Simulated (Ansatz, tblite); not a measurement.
Removing and adding an electron: MnF₃. The state is a quintet with charge 0. Geometry: r2SCAN-D4/def2-TZVP. Ansatz, gas phase; energy differences of separate SCF runs; the oxidised species was run as a quartet alone; the reduced species was run as a sextet alone.

```xyz
4

Mn    0.123   -0.142   -0.050
F    -0.963    1.117    0.395
F     0.916    0.413   -1.504
F    -0.076   -1.387    1.159
```

The xTB rows come from tblite. B3LYP takes the VWN-RPA correlation.

Problem. Estimate orbital energies and vertical ionisation energies and electron affinities at: GFN1-xTB; GFN2-xTB; LDA (SPW92)/def2-TZVP; PBE-D4/def2-TZVP; PBE-D4/def2-TZVPD; r2SCAN-D4/def2-TZVP; r2SCAN-D4/def2-TZVPD; r2SCANh-D4/def2-TZVP; B3LYP-D4/def2-TZVP; PBE0-D4/def2-TZVP; PBE0-D4/def2-TZVPD.

Solution. 
| level | −HOMO (eV) | vertical IE (eV) | −LUMO (eV) | vertical EA (eV) | HOMO–LUMO gap (eV) | IE − EA (eV) | remarks |
| --- | --- | --- | --- | --- | --- | --- | --- |
| GFN1-xTB | – | 18.61 | – | 8.40 | – | 10.22 | – |
| GFN2-xTB | – | 14.78 | – | 5.91 | – | 8.87 | – |
| LDA (SPW92)/def2-TZVP | 7.16 | 11.47 | 6.13 | – | 1.03 | – | – |
| PBE-D4/def2-TZVP | 7.02 | 11.25 | 5.70 | – | 1.32 | – | – |
| PBE-D4/def2-TZVPD | 7.08 | – | 5.75 | 1.84 | 1.32 | – | HOMO above zero (-1 sextet) |
| r2SCAN-D4/def2-TZVP | 7.89 | 11.91 | 5.90 | – | 1.99 | – | spin-contaminated (⟨S²⟩ 3.92) (+1 quartet) |
| r2SCAN-D4/def2-TZVPD | 7.89 | – | 5.90 | 2.08 | 2.00 | – | HOMO above zero (-1 sextet) |
| r2SCANh-D4/def2-TZVP | 8.95 | 12.38 | 5.59 | – | 3.36 | – | spin-contaminated (⟨S²⟩ 3.97) (+1 quartet) |
| B3LYP-D4/def2-TZVP | 9.48 | 12.47 | 5.17 | – | 4.31 | – | spin-contaminated (⟨S²⟩ 3.90) (+1 quartet) |
| PBE0-D4/def2-TZVP | 9.91 | 12.62 | 4.96 | – | 4.95 | – | spin-contaminated (⟨S²⟩ 3.95) (+1 quartet) |
| PBE0-D4/def2-TZVPD | 9.92 | – | 4.95 | 2.40 | 4.97 | – | HOMO above zero (-1 sextet) |

Relaxing the oxidised species (r2SCAN-D4/def2-TZVP) changes its energy by -0.53 eV at PBE-D4/def2-TZVP, so the adiabatic ionisation energy to this nearest minimum is 10.71 eV. At PBE0-D4/def2-TZVP it is 11.86 eV.  Run but left out: HF/def2-TZVPP, r2SCAN0-D4/def2-TZVP, BHLYP-D4/def2-TZVP, MP2/def2-TZVPP, CCSD/def2-TZVPP, CCSD(T)/def2-TZVPP (charge +1 quartet: ⟨S²⟩ 4.08 to 5.49, where a pure state has 3.75).   A HOMO above zero means that the electron is unbound at that level or that self-interaction error raises the level; the energy of removing that electron tells which. HOMO and LUMO are the levels of the spin that leaves or enters (xTB has no such levels and no spin-polarisation term). Other spin states of the ions may lie lower, which would lower the ionisation energy or raise the affinity. Raw xTB energy differences between charge states are shifted by several eV; the methods need an empirical correction for them.
